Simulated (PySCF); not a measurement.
# Electronic absorption of CH7N3Si

Species: CH₇N₃Si.
Cartesian coordinates in Å at the PBE0-D3(BJ)/def2-SVP level; atoms count from 1:
```
atom  x, y, z in Å
C1     2.101   -0.325   -0.080
N2     1.130   -0.643    0.658
Si3   -0.493    0.040    0.555
N4    -0.478    1.365   -0.559
N5    -1.677   -1.062   -0.032
H6     2.056    0.449   -0.877
H7     3.083   -0.827    0.029
H8    -0.867    0.334    1.969
H9     0.181    2.126   -0.437
H10   -1.369    1.718   -0.891
H11   -2.068   -1.740    0.611
H12   -1.563   -1.465   -0.956
```

Theory: TDDFT PBE0/def2-SVPD, vertical, gas phase, core orbitals frozen in the response (PySCF).

```json
{"state": "S1", "E (eV)": "4.02", "ν̃ (cm⁻¹)": "32440", "f": "0.0002", "|μ| (D)": "0.11", "main configurations (H = HOMO, L = LUMO)": "H→L (98%)"}
{"state": "S2", "E (eV)": "5.60", "ν̃ (cm⁻¹)": "45200", "f": "0.011", "|μ| (D)": "0.73", "main configurations (H = HOMO, L = LUMO)": "H-1→L (93%)"}
{"state": "S3", "E (eV)": "5.88", "ν̃ (cm⁻¹)": "47420", "f": "0.044", "|μ| (D)": "1.40", "main configurations (H = HOMO, L = LUMO)": "H-2→L (91%)"}
{"state": "S4", "E (eV)": "6.29", "ν̃ (cm⁻¹)": "50760", "f": "0.0060", "|μ| (D)": "0.50", "main configurations (H = HOMO, L = LUMO)": "H→L+1 (96%)"}
{"state": "S5", "E (eV)": "6.71", "ν̃ (cm⁻¹)": "54080", "f": "0.025", "|μ| (D)": "1.00", "main configurations (H = HOMO, L = LUMO)": "H-1→L+1 (90%)"}
{"state": "S6", "E (eV)": "6.88", "ν̃ (cm⁻¹)": "55460", "f": "0.015", "|μ| (D)": "0.75", "main configurations (H = HOMO, L = LUMO)": "H→L+2 (87%)"}
{"state": "S7", "E (eV)": "7.13", "ν̃ (cm⁻¹)": "57510", "f": "0.028", "|μ| (D)": "1.02", "main configurations (H = HOMO, L = LUMO)": "H-2→L+1 (63%), H-1→L+2 (12%), H-2→L+2 (9%)"}
{"state": "S8", "E (eV)": "7.35", "ν̃ (cm⁻¹)": "59270", "f": "0.051", "|μ| (D)": "1.35", "main configurations (H = HOMO, L = LUMO)": "H→L+3 (92%)"}
{"state": "S9", "E (eV)": "7.48", "ν̃ (cm⁻¹)": "60350", "f": "0.015", "|μ| (D)": "0.73", "main configurations (H = HOMO, L = LUMO)": "H-1→L+2 (48%), H-2→L+1 (25%), H-2→L+2 (20%)"}
{"state": "S10", "E (eV)": "7.66", "ν̃ (cm⁻¹)": "61760", "f": "0.051", "|μ| (D)": "1.32", "main configurations (H = HOMO, L = LUMO)": "H-2→L+2 (41%), H-1→L+2 (24%), H-3→L (21%)"}
```

Triplets (Tamm–Dancoff): T1 3.36 eV, H→L (96%); T2 4.86 eV, H-3→L (53%), H-2→L (21%), H-4→L (14%); T3 5.54 eV, H-1→L (85%), H-2→L (13%); T4 5.75 eV, H-2→L (60%), H-3→L (25%).

The lowest singlet lies at 4.02 eV (308 nm, ultraviolet) and is dark (f under 0.0005); its leading configuration is HOMO→LUMO (98%). The largest oscillator strength of a single state is 0.051. Löwdin shares by element: HOMO nitrogen 56% or more, carbon 17%, silicon 7%, hydrogen 6% or more; LUMO carbon 41%, nitrogen 33% or more, silicon 7%, hydrogen 6% or more. Of the 10 states listed, 8 reach f = 0.01 and 1 stays under 0.0005. The listed states span 3.64 eV, and the widest gap between neighbours is 1.58 eV (S1 to S2). The oscillator strengths of these states sum to 0.247; summed over the whole spectrum of an exact calculation they would give the number of electrons, 48 (Thomas–Reiche–Kuhn). The vertical ionisation energy (ΔSCF) is 8.93 eV, 1.27 eV above S10. Singlets were solved by full linear response, triplets in the Tamm–Dancoff approximation.

Time: 83 s wall (grids of density and orbitals included); peak memory 0.72 GiB. Hardware: Arm Neoverse V2, one thread, on a shared host.

One conformer stands for the species.
